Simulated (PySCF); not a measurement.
Geometries of 2 isomers of C3H3ClF2O, from PBE0-D3(BJ)/def2-SVP geometry optimisation, gas phase in PySCF. One conformer each, no zero-point energy, no frequencies.

Task: Which isomer lies lower at this level?
A.
```xyz
10
angstrom
C     -1.577   -0.237    0.414
O     -0.213   -0.495    0.717
C      0.668    0.310    0.148
F      0.519    1.605    0.404
C      1.680   -0.123   -0.614
F      1.820   -1.406   -0.900
Cl     2.906    0.898   -1.224
H     -2.163   -0.999    0.940
H     -1.757   -0.316   -0.670
H     -1.877    0.762    0.765
```
B.
```xyz
10
angstrom
F     -1.834   -0.907   -1.039
C     -1.168    0.022   -0.345
F     -1.421    1.204   -0.920
Cl    -1.784    0.039    1.315
C      0.317   -0.252   -0.420
C      1.257    0.206    0.597
O      0.867   -1.148    0.493
H      0.640   -0.352   -1.467
H      2.288    0.431    0.296
H      0.880    0.738    1.478
```

Result: B. That is `FC(F)(Cl)[C@H]1CO1`, 10.3 kcal/mol below the other.

```
            SMILES                         atoms numbered as above      E (Eh)  relative (kcal/mol)  relative (kJ/mol)  dipole (D)
FC(F)(Cl)[C@H]1CO1  [F:1][C:2]([F:3])([Cl:4])[C@H:5]1[CH2:6][O:7]1  -850.20076                  0.0                0.0        2.24
   CO/C(F)=C(\F)Cl   [CH3:1][O:2]/[C:3]([F:4])=[C:5](\[F:6])[Cl:7]  -850.18442                 10.3               42.9        2.33
```

As drawn, the lower has a three-membered ring and two fluorines on one carbon, which the higher lacks; the higher has a C=C bond outside aromatic rings, which the lower lacks.
